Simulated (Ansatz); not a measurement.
System: sum formula HGeO (charge +1, singlet). It need not be the lowest isomer of its formula. 
Geometry from a B3LYP-D3(BJ)/def2-TZVP (Ansatz, a program for electronic structure) optimisation:
```xyz
3

O      0.0000     0.0000    -1.2837
Ge     0.0000     0.0000     0.3913
H      0.0000     0.0000    -2.2512
```
Charge +1, spin multiplicity 1.

Computed values are from Ansatz. Valence correlation only, unless marked. UHF or UKS for open shells. No spin-orbit coupling. Frozen are the shells of the preceding noble gas and the d and f shells that filled before the atom's block. No relativistic terms. CBS marks a two-point X^-3 extrapolation of the correlation energy; Hartree-Fock from the larger set (for Q and 5 zeta extrapolated as (X+1)exp(-9√X)).

**Question.** What is the vertical electron affinity (to the doublet; negative means unbound) at CCSD(T)/CBS(aug-cc-pVTZ,aug-cc-pVQZ)?

**Answer.** 6.36 eV.

**Question.** What is the T1 diagnostic at CCSD/cc-pV5Z?

**Answer.** 0.020.

**Question.** What is the vertical ionisation energy (to the doublet) at CCSD(T)/CBS(aug-cc-pVTZ,aug-cc-pVQZ)?

**Answer.** 19.75 eV.

**Question.** What is the total energy at CCSD(T)/CBS(cc-pVQZ,cc-pV5Z)?

**Answer.** -2151.0217 Eh.
